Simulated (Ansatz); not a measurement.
A first, cheap relaxation of C₉H₁₈ (`CCCC1CCCCC1`).

```yaml
crystal:
  periodic: [false, false, false]
  atoms:
    - {symbol: C, position_ang: [-1.762270, -3.073710, -0.060200]}
    - {symbol: C, position_ang: [-0.687140, -2.162170, -0.639420]}
    - {symbol: C, position_ang: [-0.902840, -0.707730, -0.224320]}
    - {symbol: C, position_ang: [0.054180, 0.270860, -0.915190]}
    - {symbol: C, position_ang: [-0.393330, 1.725760, -0.728460]}
    - {symbol: C, position_ang: [-0.194110, 2.214240, 0.703500]}
    - {symbol: C, position_ang: [1.267390, 2.073800, 1.113920]}
    - {symbol: C, position_ang: [1.718970, 0.623770, 0.976110]}
    - {symbol: C, position_ang: [1.509430, 0.132130, -0.453390]}
    - {symbol: H, position_ang: [-2.747240, -2.776530, -0.414300]}
    - {symbol: H, position_ang: [-1.589750, -4.106250, -0.355160]}
    - {symbol: H, position_ang: [-1.761370, -3.023520, 1.026700]}
    - {symbol: H, position_ang: [0.290920, -2.505740, -0.298090]}
    - {symbol: H, position_ang: [-0.701920, -2.233450, -1.729790]}
    - {symbol: H, position_ang: [-1.926390, -0.424280, -0.484550]}
    - {symbol: H, position_ang: [-0.809290, -0.632270, 0.858970]}
    - {symbol: H, position_ang: [0.020590, 0.047520, -1.989500]}
    - {symbol: H, position_ang: [0.192430, 2.360570, -1.398700]}
    - {symbol: H, position_ang: [-1.443510, 1.827500, -1.011830]}
    - {symbol: H, position_ang: [-0.822790, 1.636580, 1.383090]}
    - {symbol: H, position_ang: [-0.502190, 3.259730, 0.777240]}
    - {symbol: H, position_ang: [1.884600, 2.706010, 0.470650]}
    - {symbol: H, position_ang: [1.402500, 2.411890, 2.143660]}
    - {symbol: H, position_ang: [1.156450, -0.000990, 1.671800]}
    - {symbol: H, position_ang: [2.775890, 0.537300, 1.237980]}
    - {symbol: H, position_ang: [1.831700, -0.906480, -0.538940]}
    - {symbol: H, position_ang: [2.139090, 0.725470, -1.121780]}
basis:
  gaussian: {orbitals: def2-SVP}
hamiltonian: {xc: pbe, dispersion: d4}
relax: {f_tol: 0.03, max_steps: 200}
```

```sh
$ ansatz run in.yaml --threads 4 --pin off --events-out ev --progress --plain --max-ram 66560MiB --backend cuda --devices 0, --max-vram 37GiB
```

It prints (some lines left out):

```
Functional definition: PBE
mean field -9606.86462938 eV, -353.0457633629 hartree, gradient 1.6e-5 eV, S^2 0.000000; 0 other end points of the search recorded, 0 dependent functions left out
relax step   1: F+E_penalty+E_count = -9607.55337167 eV  Δ(F+E_penalty+E_count) = +0.000e0 eV  max|allowed force component| = 7.329e-1 eV/Å  Δτ_max = 0.0000 Å  (30 SCF iters, accepted)
mean field -9607.02081376 eV, -353.0515030330 hartree, gradient 1.0e-5 eV, S^2 0.000000; 0 other end points of the search recorded, 0 dependent functions left out
relax step   2: F+E_penalty+E_count = -9607.70095981 eV  Δ(F+E_penalty+E_count) = -1.476e-1 eV  max|allowed force component| = 2.323e-1 eV/Å  Δτ_max = 0.0649 Å  (30 SCF iters, accepted)
mean field -9607.03654042 eV, -353.0520809774 hartree, gradient 1.0e-5 eV, S^2 0.000000; 0 other end points of the search recorded, 0 dependent functions left out
relax step   3: F+E_penalty+E_count = -9607.71598260 eV  Δ(F+E_penalty+E_count) = -1.502e-2 eV  max|allowed force component| = 7.450e-2 eV/Å  Δτ_max = 0.0429 Å  (30 SCF iters, accepted)
mean field -9607.03775574 eV, -353.0521256394 hartree, gradient 1.0e-5 eV, S^2 0.000000; 0 other end points of the search recorded, 0 dependent functions left out
relax step   4: F+E_penalty+E_count = -9607.71745173 eV  Δ(F+E_penalty+E_count) = -1.469e-3 eV  max|allowed force component| = 1.756e-2 eV/Å  Δτ_max = 0.0319 Å  (30 SCF iters, accepted)
mean field -9607.03775574 eV, -353.0521256394 hartree, gradient 1.0e-5 eV, S^2 0.000000; 1 other end points of the search recorded, 0 dependent functions left out
Total energy: -9607.71749428 eV, -353.0771055701 hartree
Atom 0 at    -1.746608    -3.112097    -0.032899 Å, force    -0.002752    -0.006120     0.002689 eV/Å
Atom 1 at    -0.697282    -2.174077    -0.630900 Å, force     0.008512    -0.017560    -0.011158 eV/Å
Atom 2 at    -0.929042    -0.703318    -0.272440 Å, force    -0.015148     0.012395     0.013387 eV/Å
Atom 3 at     0.044423     0.290166    -0.936033 Å, force     0.007978     0.010878    -0.012574 eV/Å
Atom 4 at    -0.396732     1.756034    -0.732403 Å, force     0.000566    -0.000212    -0.000938 eV/Å
Atom 5 at    -0.183913     2.251494     0.705743 Å, force    -0.003162     0.003642     0.002661 eV/Å
Atom 6 at     1.273363     2.064436     1.149172 Å, force     0.002483     0.001358     0.001252 eV/Å
Atom 7 at     1.732418     0.610737     0.969830 Å, force     0.002583    -0.004764     0.000170 eV/Å
Atom 8 at     1.508899     0.127416    -0.470701 Å, force     0.001808     0.001907    -0.000647 eV/Å
Atom 9 at    -2.767647    -2.850195    -0.382199 Å, force     0.000138    -0.001561     0.002254 eV/Å
Atom 10 at    -1.560358    -4.169729    -0.309539 Å, force     0.000198     0.002018     0.002907 eV/Å
Atom 11 at    -1.755271    -3.053683     1.075921 Å, force    -0.000509    -0.000057     0.000860 eV/Å
Atom 12 at     0.313324    -2.491286    -0.292741 Å, force     0.002682     0.001869    -0.000989 eV/Å
Atom 13 at    -0.688519    -2.280974    -1.739243 Å, force     0.003253     0.001782     0.003934 eV/Å
Atom 14 at    -1.965627    -0.424544    -0.569105 Å, force     0.001999     0.001828    -0.004719 eV/Å
Atom 15 at    -0.903656    -0.592976     0.834413 Å, force    -0.002965     0.001174     0.002462 eV/Å
Atom 16 at     0.014082     0.080289    -2.029486 Å, force    -0.001647    -0.000265    -0.000160 eV/Å
Atom 17 at     0.193060     2.402305    -1.420722 Å, force    -0.001034    -0.000636     0.000512 eV/Å
Atom 18 at    -1.460792     1.875120    -1.030350 Å, force     0.000516     0.000935     0.000564 eV/Å
Atom 19 at    -0.854382     1.697383     1.399813 Å, force     0.000034    -0.001354    -0.002433 eV/Å
Atom 20 at    -0.478846     3.319220     0.787001 Å, force     0.000522    -0.000938    -0.000436 eV/Å
Atom 21 at     1.925750     2.727194     0.535413 Å, force     0.000426    -0.001578     0.001874 eV/Å
Atom 22 at     1.405649     2.389134     2.203112 Å, force    -0.000520    -0.002184    -0.000613 eV/Å
Atom 23 at     1.174415    -0.041603     1.678345 Å, force    -0.000778    -0.000383    -0.001145 eV/Å
Atom 24 at     2.804084     0.507193     1.242429 Å, force    -0.001218    -0.001185     0.000459 eV/Å
Atom 25 at     1.839992    -0.926391    -0.582413 Å, force    -0.002962    -0.002332     0.000339 eV/Å
Atom 26 at     2.159217     0.722764    -1.150019 Å, force    -0.001003     0.001340    -0.000510 eV/Å
Dipole moment:     0.005922    -0.005739    -0.002326 e Å
```

It took 13 s on 4 threads of an AMD EPYC 7R13 on a shared host and a share of an NVIDIA H100 80 GB, with 0.87 GiB of host memory at the peak.
